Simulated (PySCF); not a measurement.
AsH₅, SMILES [AsH5]. The structure is a stationary point at PBE0-D3(BJ)/def2-TZVP.

Method: PBE0-D3(BJ)/def2-TZVP run with PySCF 2.14.0.

Harmonic wavenumbers (cm⁻¹): 487, 487, 1030, 1044, 1044, 1284, 1284, 1700, 1757, 2130, 2130, 2147. Rotational constants (GHz): 71.47, 57.97, 57.97; symmetry number 6.

Problem. Work out the zero-point energy and the ideal-gas rigid-rotor harmonic-oscillator thermochemistry at 298.15 K and 1 atm.

Solution. ZPE = ½ Σ hcν = ½ × 16523 cm⁻¹ = 23.62 kcal/mol. H − E(el) = 26.36 kcal/mol. Entropy in cal/(mol K): translation 39.05, rotation 14.28, vibration 1.69, total 55.03. G − E(el) = 9.96 kcal/mol. Cp = 11.92 cal/(mol K).
